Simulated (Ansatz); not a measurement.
Isolated molecules relaxed with PBE0-D4/def2-TZVP in Ansatz; ΔE leaves out vibrations. CBS: MP2 limit from def2 TZ/QZ plus the TZ coupled-cluster correction, frozen cores. DFT in def2-TZVPP. B3LYP here is the variant with VWN-RPA as its local correlation; programs differ in this. For Ge outer-core shells are correlated without core-valence functions, which leaves a few kJ/mol of doubt a bond. Scalar relativity is left out up to krypton. Each species was taken in one conformer, which may not be the lowest.

Reaction (isomerisation): `[NH2][GeH2][SiH2]O` → `[OH][GeH2][NH][SiH3]`

```
        level  ΔE (kJ/mol)
         PBE0         13.0
        B3LYP          4.4
HF/def2-TZVPP        -26.2
 HF/CBS(def2)        -28.4
```

(1) What does CCSD(T)/CBS give? (An estimate is asked.)

Largest T1 diagnostic among the species: 0.012.

## Answers

(1) Computed: +0.4 kJ/mol. The listed levels differ from it by 12.6, 4.0, -26.6, -28.8 kJ/mol.

From PBE to PBE0 (25 % exact exchange), in def2-TZVPP and without D4, ΔE moves by −6.9 kJ/mol. In def2-TZVPP, CCSD(T) changes the Hartree–Fock value by +21.9 kJ/mol (the triples alone add +2.5 kJ/mol) and MP2 by +18.0 kJ/mol.
